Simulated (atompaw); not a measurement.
**Before and after: PAW (atompaw) potential for Te (Z = 52)**

- Element: tellurium (Te)
- Generator: atompaw 4.2.0.5
- Type: PAW
- Functional: PBE
- Relativity: scalar-relativistic
- Frozen core: [Kr] 4d10
- Valence charge: 6
- Reference configuration: 5s2 5p4
- Partial waves: 5s (bound): rc 2.15 bohr; 5s channel at -0.8 Ry: rc 2.15 bohr; 5p (bound): rc 2.15 bohr; 5p channel at 4.25 Ry: rc 2.15 bohr; 5d channel at 0.4 Ry: rc 1.70 bohr; 5d channel at 2.6 Ry: rc 1.70 bohr
- Local potential: ultrasoft scheme with l = 3 at 1 Ry, radius 1.85 bohr
- Core correction: smooth core density matched at 2.00 bohr
- Augmentation charge: sinc compensation charge, radius 1.90 bohr; PAW radius 2.15 bohr; waves and projectors: custom polynom2 7 10 vanderbiltortho

Change: augmentation sinc compensation charge, radius 1.90 bohr; PAW radius 2.15 bohr; waves and projectors: custom rrkj gramschmidtortho.

Cutoffs: the cutoffs (Ry, on a coarse ladder) from which the occupation-weighted sum of valence levels, in a spherical-Bessel basis at the reference potential, stays within 10 and 1 mRy of its value at 400 Ry; they do not see the model core or the augmentation charge, which bear on the density cutoff.

Q: What does the change do?

A: The potential gets softer (6 Ry and 15 Ry → 6 Ry and 12 Ry); both files keep a bound ghost (d, s); the range in which the p phases agree widens (upper end 1.8 → at the end of the scan).

| quantity | base | changed |
| --- | --- | --- |
| cutoff, loose | 6 Ry | 6 Ry |
| cutoff, tight | 15 Ry | 12 Ry |
| bound ghosts | s, d | s, d |
| s: phases at 2.16 bohr within 0.05 rad from the reference energy up to (Ry; the scan ends near 5) | to the end of the scan | to the end of the scan |
| p: phases at 2.16 bohr within 0.05 rad from the reference energy up to (Ry; the scan ends near 5) | 1.8 | to the end of the scan |
| d: phases at 2.16 bohr within 0.05 rad from the reference energy up to (Ry; the scan ends near 5) | to the end of the scan | to the end of the scan |
| lowest overlap eigenvalue by channel | s 0.01, p 0.14, d 0.76 | s 0.27, p 0.60, d 0.00 |

 A true bound ghost makes a file unfit for plane-wave use even where its test errors are small: the radial tests pick states by their node count and pass the ghost by. The cutoffs see the waves, projectors and local potential, not the compensation charge or the core.
